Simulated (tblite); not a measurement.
Species: C₆H₁₂P (charge +1).
SMILES with atom numbers: `[CH3:1][C:2]1=[CH:3][P@@H+:4]1[CH:5]([CH3:6])[CH3:7]` (hydrogens: H8, H9, H10 on C1; H11 on C3; H12 on P4; H13 on C5; H14, H15, H16 on C6; H17, H18, H19 on C7)
Bond orders are those of one Lewis drawing.

Computed with GFN2-xTB (tblite), gas phase: L-BFGS steps from a force-field or distance-geometry start until the largest atomic force falls under 0.01 eV/Å.

Step 59: E = -570.5749 eV
```
atom  x, y, z in Å  |  force x, y, z in eV/Å
C1      3.2158    0.2163    0.0188    0.020   0.006  -0.005
C2      1.8937   -0.2636   -0.3510    0.077  -0.151   0.046
C3      1.0742   -0.7751   -1.2687    0.016   0.079  -0.024
P4      0.2927   -0.7387    0.3336   -0.052   0.050  -0.023
C5     -1.2377    0.2792    0.6363    0.033   0.098  -0.043
C6     -2.3916   -0.7201    0.6739    0.076   0.093   0.033
C7     -1.3629    1.3375   -0.4482   -0.031   0.105  -0.100
H8      3.4519   -0.0524    1.0477    0.007   0.064  -0.004
H9      3.9587   -0.2305   -0.6430   -0.013   0.085  -0.039
H10     3.2704    1.3027   -0.0750    0.019  -0.042   0.005
H11     1.0118   -1.0253   -2.3066   -0.031   0.006   0.006
H12     0.1874   -2.0088    0.8609    0.029  -0.103   0.070
H13    -1.1170    0.7788    1.6038   -0.024  -0.119   0.071
H14    -2.6849   -1.0000   -0.3362   -0.035  -0.021   0.045
H15    -2.0984   -1.6172    1.2182   -0.097  -0.090   0.049
H16    -3.2474   -0.2928    1.1925    0.009   0.033  -0.111
H17    -2.3242    1.8417   -0.3470    0.108   0.014   0.045
H18    -1.3312    0.8905   -1.4407    0.004  -0.009  -0.023
H19    -0.5709    2.0872   -0.3771   -0.117  -0.099   0.002
```

Step 60: E = -570.5775 eV
```
atom  x, y, z in Å  |  force x, y, z in eV/Å
C1      3.2084    0.2161    0.0189    0.014  -0.007  -0.011
C2      1.8863   -0.2771   -0.3390    0.175  -0.090  -0.099
C3      1.0727   -0.7723   -1.2729   -0.010   0.055  -0.028
P4      0.2850   -0.7487    0.3301   -0.043   0.021  -0.094
C5     -1.2360    0.2810    0.6413    0.090   0.034  -0.029
C6     -2.3892   -0.7172    0.6747   -0.002   0.084   0.004
C7     -1.3553    1.3369   -0.4441   -0.064  -0.084   0.045
H8      3.4565   -0.0485    1.0450    0.003   0.081   0.037
H9      3.9558   -0.2243   -0.6436   -0.061   0.100  -0.047
H10     3.2447    1.3036   -0.0813    0.043  -0.073   0.021
H11     1.0154   -1.0066   -2.3195   -0.027   0.026   0.169
H12     0.1932   -2.0167    0.8631   -0.002  -0.112   0.073
H13    -1.1096    0.7731    1.6098   -0.031  -0.072   0.110
H14    -2.6556   -1.0155   -0.3384   -0.036  -0.046   0.062
H15    -2.1084   -1.6015    1.2460   -0.099  -0.086   0.034
H16    -3.2640   -0.2844    1.1579    0.059   0.044  -0.100
H17    -2.3016    1.8477   -0.3391   -0.204   0.166   0.099
H18    -1.3419    0.8884   -1.4263    0.024  -0.155  -0.309
H19    -0.5661    2.0752   -0.3902    0.171   0.115   0.062
```

**Question.** Estimate the geometry and energy of step 61. (The exact step hangs on the optimiser's Hessian estimate; all steps are aligned on step 60, rigid shifts and turns removed.)

**Answer.** E = -570.5838 eV, largest force 0.190 eV/Å
```
atom  x, y, z in Å  |  force x, y, z in eV/Å
C1      3.2065    0.2227    0.0154    0.030  -0.026  -0.023
C2      1.8854   -0.2757   -0.3359    0.133  -0.083  -0.108
C3      1.0707   -0.7784   -1.2648   -0.008   0.061  -0.001
P4      0.2844   -0.7426    0.3401   -0.013  -0.030  -0.104
C5     -1.2412    0.2831    0.6433    0.079  -0.004  -0.022
C6     -2.3901   -0.7206    0.6661   -0.012   0.039  -0.029
C7     -1.3497    1.3394   -0.4416   -0.099   0.009  -0.105
H8      3.4625   -0.0490    1.0376    0.014   0.082   0.036
H9      3.9486   -0.2106   -0.6581   -0.054   0.105  -0.029
H10     3.2385    1.3108   -0.0771    0.037  -0.065   0.023
H11     1.0162   -1.0223   -2.3092   -0.037   0.028   0.166
H12     0.1960   -2.0121    0.8752   -0.006  -0.074   0.067
H13    -1.1232    0.7718    1.6146   -0.025  -0.065   0.107
H14    -2.6511   -1.0178   -0.3497   -0.011  -0.037   0.080
H15    -2.1099   -1.6069    1.2360   -0.090  -0.066   0.021
H16    -3.2720   -0.2987    1.1435    0.044   0.082  -0.075
H17    -2.2787    1.8891   -0.3108    0.014   0.056   0.038
H18    -1.3785    0.8778   -1.4269    0.027   0.018  -0.052
H19    -0.5243    2.0492   -0.4055   -0.024  -0.030   0.010
```

The energy changes by -0.0063 eV. The first-order estimate −F·Δx gives -0.0100 eV and the mean of the old and new forces, exact on a quadratic surface, -0.0059 eV. The step makes an angle of 82° with the force vector and moves no atom by more than 0.055 Å.
